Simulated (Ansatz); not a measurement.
Born–Oppenheimer molecular dynamics of a periodic cell of 17 atoms, Si₁₆B (host Si, host structure diamond, interstitial B). It starts from a relaxed structure.

Level of theory: DFT LDA, scalar-relativistic, plane waves, PAW (Ansatz 0.2.0). Settings: PAW set soft_1, cutoff 420 eV, k mesh 2x2x2, fermi-dirac smearing 0.05 eV, spin collinear.

```
ensemble        : NVT, Nosé–Hoover chain
time step       : 1.5 fs
steps asked     : 150
set temperature : 1200 K
thermostat      : time constant 50 fs, chain length 5
seed            : 49303
```

First frame:

```xyz
17
Lattice="0.0000 5.4300 5.4300 5.4300 0.0000 5.4300 5.4300 5.4300 0.0000" Properties=species:S:1:pos:R:3
Si 0.005 0.007 0.054
Si 1.372 1.375 1.382
Si 2.685 2.752 0.022
Si 4.057 4.077 1.378
Si 2.695 0.030 2.765
Si 4.084 1.344 4.112
Si 5.389 2.739 2.761
Si 6.775 4.079 4.076
Si 0.049 2.731 2.743
Si 1.371 4.087 4.135
Si 2.709 5.422 2.728
Si 3.998 6.885 4.024
Si 2.737 2.688 5.450
Si 4.059 4.084 6.887
Si 5.371 5.448 5.378
Si 6.730 6.791 6.859
B 8.349 7.869 7.625
```

(1) What does the run give?

(2) What happens to the structure?

(3) How do temperature and energy run in time?

## Answers

(1) The run went to its last step.

```yaml
steps_done: 150
time_covered: 225 fs
mean_temperature_over_the_second_half: 1169 K
spread_of_the_potential_energy_over_the_second_half: 26.9 meV per atom
mean_potential_energy_of_the_second_half_above_the_start: 134.4 meV per atom
```

The conserved energy stayed within 0.51 meV per atom of its start (net change 0.41 meV per atom), so the integration is sound. A run of 0.23 ps of so small a system gives no equilibrium averages. Limits of this set-up: coarse k mesh, PAW files made for another functional.

(2) Mean squared displacements from the first frame to the last, about the centre of mass: Si 0.31 Å², B 2.98 Å². The details hang on the random start.

(3) 
```tsv
time (fs)	T (K)	potential energy less start (eV)	conserved less start (meV/atom)
0.0	1200	0.000	0.00
18.0	375	1.739	0.34
36.0	905	0.850	0.10
54.0	693	1.712	0.31
72.0	741	1.858	0.22
90.0	678	2.199	0.26
108.0	966	1.884	0.27
126.0	1115	1.939	0.35
144.0	1472	1.509	0.24
162.0	1029	2.583	0.49
180.0	1290	2.171	0.34
198.0	959	2.967	0.49
216.0	1163	2.710	0.38
```

Time of the run: 15 min on 1 thread of Arm Neoverse V2, with other jobs on the host, peak memory 0.57 GiB.
